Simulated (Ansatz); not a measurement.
Isomers of Ge$_{3}$S$_{6}$ (singlet), relaxed with r2SCAN-D4/def2-SVP; total energies from Ansatz at PBE0-D4/def2-TZVP.

| isomer | description | energy (Eh) |
| --- | --- | --- |
| A | point group D3h; 9 × Ge–S 2.02 to 2.21 Å | -8618.87450 |
| B | point group Cs; 9 × Ge–S 2.02 to 2.42 Å; 1 × S–S 2.06 Å | -8618.87857 |

The isomers come from a short search, and lower ones may exist.

Work out the relative energies (1 Eh = 2625.5 kJ/mol) and the Boltzmann populations at 298 K from electronic energies alone (R = 8.314 J/mol/K).

ΔE: A 10.7, B 0.0 kJ/mol. RT = 2.48 kJ/mol. Factors exp(−ΔE/RT): A 0.0134, B 1; sum 1.013. Populations: A 1.3 %, B 98.7 %. Zero-point energy, vibrational entropy and symmetry numbers are left out and can shift these; an error of 4 kJ/mol changes a ratio by a factor of 5.0. Over the other density-functional and correlated levels in def2 sets, the gap between B and A ranges from -2 to 23 kJ/mol.
